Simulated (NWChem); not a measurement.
System: GeS, singlet; SMILES [Ge]=[S]

NWChem input:

```
start job
memory heap 200 mb stack 900 mb global 1100 mb
geometry units angstroms
  Ge     0.000000     0.000000    -0.682473
  S      0.000000     0.000000     1.360821
end
basis spherical
  * library 6-31g*
end
dft
  xc xpbe96 cpbe96
  iterations 150
end
driver
  maxiter 120
end
task dft optimize
task dft freq
```

Low-valent species are run as closed-shell singlets; no triplet was tried in these runs.

The level has its own optimisation; frequencies are unscaled.

Q: Give the results of this calculation. (PBE/6-31G* (spherical d).) Quantities: basis functions; r Ge–S (Å); highest harmonic frequency (cm⁻¹); zero-point energy (kcal/mol); dipole (D).

A: 
```
Property                           Result
---------------------------------  ------
number of basis functions              50
r Ge–S (Å)                          2.050
highest harmonic frequency (cm⁻¹)     551
zero-point energy (kcal/mol)          0.8
dipole (D)                           1.97
```
